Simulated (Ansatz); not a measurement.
C$_{2}$H$_{11}$AlO$_{2}$Si (`[CH3][Al-]([CH3])([OH])[OH+][SiH3]`): the same geometry under several functionals.

```yaml
crystal:
  periodic: [false, false, false]
  atoms:
    - {symbol: C, position_ang: [-0.470544, -2.125687, 0.936959]}
    - {symbol: Al, position_ang: [0.304641, -0.575725, 0.038685]}
    - {symbol: C, position_ang: [1.750685, -0.740260, -1.268418]}
    - {symbol: O, position_ang: [0.422766, 0.915369, 1.067363]}
    - {symbol: O, position_ang: [-1.084441, 0.529695, -0.619771]}
    - {symbol: Si, position_ang: [-1.007733, 2.066216, 0.239025]}
    - {symbol: H, position_ang: [-0.902626, -2.837933, 0.225570]}
    - {symbol: H, position_ang: [0.282535, -2.678579, 1.508165]}
    - {symbol: H, position_ang: [-1.261980, -1.840998, 1.636794]}
    - {symbol: H, position_ang: [2.001455, 0.214436, -1.741477]}
    - {symbol: H, position_ang: [1.495003, -1.441785, -2.069795]}
    - {symbol: H, position_ang: [2.667945, -1.123882, -0.808331]}
    - {symbol: H, position_ang: [1.233375, 1.379081, 1.274266]}
    - {symbol: H, position_ang: [-1.780517, 0.440321, -1.271541]}
    - {symbol: H, position_ang: [-2.112706, 2.632604, -0.629460]}
    - {symbol: H, position_ang: [-1.631521, 2.144610, 1.579937]}
    - {symbol: H, position_ang: [0.074764, 3.042316, -0.057970]}
basis:
  gaussian: {orbitals: def2-TZVPP}
hamiltonian: {xc: {name: CAM-B3LYP}, dispersion: d4}
output: {orbitals: {seedname: orbitals}}
```

```sh
$ ansatz run in.yaml --threads 4 --pin off --events-out ev --progress --plain --max-ram 11315MiB
```

Output, abridged:

```
Functional definition: CAM-B3LYP
1890 factors; their error is unknown
504 factors; integrals over basis functions are off by at most 1.3e-5 eV
mean field evaluation 1: about -20812.5366 eV, gradient 8.9e1 eV
mean field evaluation 2: about -20809.1799 eV, gradient 9.9e1 eV
mean field evaluation 4: about -20826.8675 eV, gradient 3.3e0 eV
mean field evaluation 8: about -20826.8912 eV, gradient 7.1e-2 eV
mean field evaluation 16: about -20826.9032 eV, gradient 5.9e-5 eV
mean field -20826.90321365 eV, -765.3745761197 hartree, gradient 5.9e-5 eV, S^2 0.000000; 0 other end points of the search recorded, 0 dependent functions left out
reference -20826.90338772 eV, -765.3745825166 hartree; 33, 33 occupied and 329, 329 virtual orbitals, 1890 factors
Total energy: -20827.23739852 eV, -765.3868571870 hartree
```

Hardware: 4 threads of an Arm Neoverse V1 on a shared host. Wall time 10 s, peak host memory 1.5 GiB.

With the line `hamiltonian: {xc: {name: wB97X-V}}` (abridged; 20 s):

```
Functional definition: wB97X-V
mean field evaluation 16: about -20824.8331 eV, gradient 1.0e-4 eV
mean field -20824.83312669 eV, -765.2985018269 hartree, gradient 3.0e-5 eV, S^2 0.000000
Total energy: -20824.83312396 eV, -765.2985017265 hartree
```

The same input with `hamiltonian: {xc: {name: r2SCANh}, dispersion: d4}` (abridged; 14 s):

```
Functional definition: r2SCANh
mean field evaluation 16: about -20823.9183 eV, gradient 2.2e-4 eV
mean field -20823.91832859 eV, -765.2648836168 hartree, gradient 5.1e-5 eV, S^2 0.000000
Total energy: -20824.02631734 eV, -765.2688521301 hartree
```

With the line `hamiltonian: {xc: {name: wB97M-V}}` and forces (abridged; 31 s):

```
Functional definition: wB97M-V
mean field evaluation 16: about -20825.2704 eV, gradient 1.5e-4 eV
mean field -20825.27042654 eV, -765.3145723002 hartree, gradient 3.6e-5 eV, S^2 0.000000
Total energy: -20825.27049277 eV, -765.3145747341 hartree
Atom 0 force    -0.009275    -0.024565     0.013262 eV/Å
Atom 1 force     0.058102    -0.163924    -0.021224 eV/Å
Atom 2 force     0.026298    -0.006569    -0.021849 eV/Å
Atom 3 force     0.099452     0.062248     0.063925 eV/Å
Atom 4 force    -0.102921    -0.053265    -0.119692 eV/Å
Atom 5 force    -0.107761     0.300055     0.081620 eV/Å
Atom 6 force     0.025588     0.043298     0.049728 eV/Å
Atom 7 force    -0.053505     0.031462    -0.032326 eV/Å
Atom 8 force     0.048953    -0.024426    -0.042472 eV/Å
Atom 9 force    -0.011310    -0.060942     0.026516 eV/Å
Atom 10 force     0.019974     0.046988     0.049506 eV/Å
Atom 11 force    -0.053669     0.026908    -0.036239 eV/Å
Atom 12 force    -0.018279    -0.008588     0.016713 eV/Å
Atom 13 force     0.020589     0.007382     0.019980 eV/Å
Atom 14 force     0.096499    -0.053272     0.075220 eV/Å
Atom 15 force     0.067224    -0.010486    -0.154087 eV/Å
Atom 16 force    -0.105958    -0.112303     0.031419 eV/Å
Dipole moment:     0.047723     0.000360    -0.145442 e Å
```

The same input with `hamiltonian: {xc: pbe, dispersion: d4}` and forces (abridged; 6.5 s):

```
Functional definition: PBE
mean field evaluation 16: about -20813.2839 eV, gradient 1.0e-3 eV
mean field -20813.28385570 eV, -764.8740739464 hartree, gradient 2.2e-5 eV, S^2 0.000000
Total energy: -20813.66438631 eV, -764.8880581883 hartree
Atom 0 force     0.021263     0.074161    -0.031827 eV/Å
Atom 1 force     0.108879    -0.254619    -0.068027 eV/Å
Atom 2 force    -0.061434     0.016269     0.049409 eV/Å
Atom 3 force    -0.201840    -0.114314     0.185094 eV/Å
Atom 4 force     0.124208    -0.176031     0.012300 eV/Å
Atom 5 force    -0.042508     0.259800     0.071563 eV/Å
Atom 6 force    -0.078952    -0.133320    -0.126753 eV/Å
Atom 7 force     0.136616    -0.106580     0.108594 eV/Å
Atom 8 force    -0.150027     0.041756     0.135046 eV/Å
Atom 9 force     0.053074     0.173575    -0.092313 eV/Å
Atom 10 force    -0.041324    -0.131523    -0.150743 eV/Å
Atom 11 force     0.174077    -0.071351     0.078011 eV/Å
Atom 12 force     0.369830     0.237568     0.093135 eV/Å
Atom 13 force    -0.335924    -0.029103    -0.303056 eV/Å
Atom 14 force    -0.110585     0.054317    -0.087345 eV/Å
Atom 15 force    -0.078671     0.028869     0.154149 eV/Å
Atom 16 force     0.113318     0.130525    -0.027236 eV/Å
Dipole moment:     0.052495    -0.014957    -0.138286 e Å
```

The same input with `hamiltonian: {xc: {name: revPBE}, dispersion: d4}` (abridged; 5 s):

```
Functional definition: revPBE
mean field evaluation 16: about -20823.5054 eV, gradient 9.5e-4 eV
mean field -20823.50538502 eV, -765.2497082205 hartree, gradient 3.4e-5 eV, S^2 0.000000
Total energy: -20824.59080128 eV, -765.2895965324 hartree
```
